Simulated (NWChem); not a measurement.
Total energies of C₃H₅

SMILES: C=[C]C
```xyz
8

C      0.0485    -1.3600     0.0000
C      0.3791    -0.0802     0.0000
C     -0.2071     1.2633     0.0000
H      0.8020    -2.1681     0.0000
H     -1.0152    -1.6879     0.0000
H     -1.3244     1.2259     0.0000
H      0.1072     1.8457     0.8927
H      0.1072     1.8457    -0.8927
```
Charge 0, spin multiplicity 2.

Everything below was run with NWChem. Structure: optimised with UPBE/def2-SVP, a minimum by its harmonic frequencies.

Basis set: cc-pVTZ (160 functions).

```json
[
 {"method": "UHF", "total energy (Ha)": "-116.47381", "relative cost": "1"},
 {"method": "UMP2", "total energy (Ha)": "-116.93360", "relative cost": "under 3"},
 {"method": "UB2PLYP", "total energy (Ha)": "-117.15156", "relative cost": "under 3"},
 {"method": "UPBE", "total energy (Ha)": "-117.10120", "relative cost": "under 3"},
 {"method": "UB3LYP", "total energy (Ha)": "-117.27501", "relative cost": "under 3"},
 {"method": "UCAM-B3LYP", "total energy (Ha)": "-117.19488", "relative cost": "5"}
]
```

Total energies of different functionals aren't comparable as a measure of quality: only differences taken within one method are. Relative cost: rough, from shared machines, SCF included, UHF = 1.

The correlated methods keep 3 core orbitals frozen. B3LYP has NWChem's definition, with VWN1-RPA local correlation. GW and range-separated runs recompute their integrals, the others keep them in memory, which bears on the times. The structure started from a generated list of species. The unpaired electrons of the parent sit in orbitals of symmetry a' (Cs labels of the run); other states weren't searched. The stability of the SCF solutions was not checked. Open-shell Hartree-Fock references start from PBE0 orbitals; any time given for them includes that run.
